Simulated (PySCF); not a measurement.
H6N3OTa, SMILES [NH2][Ta]([NH2])([NH2])=[O], multiplicity 1. The structure is a stationary point at B3LYP-D3(BJ)/def2-SVP. The multiplicity is an assumed one; no other spin state was optimised. The structure was generated by enumeration; whether it is a known compound was not checked. The def2 effective core potentials stand for the cores of Ta; spin–orbit coupling is left out. Other conformers were not sampled.

Task: Give the equilibrium geometry at B3LYP-D3(BJ)/def2-SVP (PySCF confirms it by a frequency run) as a Z-matrix, and its point group. (Estimate from the structure and the level; the computed values follow.)

Result: This is not unique; one that fits is point group C3.
```
Ta
O 1 1.7352
N 1 2.0058 2 108.48
H 3 1.0184 1 124.68 2 -11.50
H 3 1.0187 4 108.96 1 -171.95
N 1 2.0058 2 108.48 3 120.00
H 6 1.0184 1 124.68 2 -11.50
H 6 1.0187 7 108.96 1 -171.95
N 1 2.0058 2 108.48 6 120.00
H 9 1.0184 1 124.68 2 -11.50
H 9 1.0187 10 108.96 1 -171.95
```
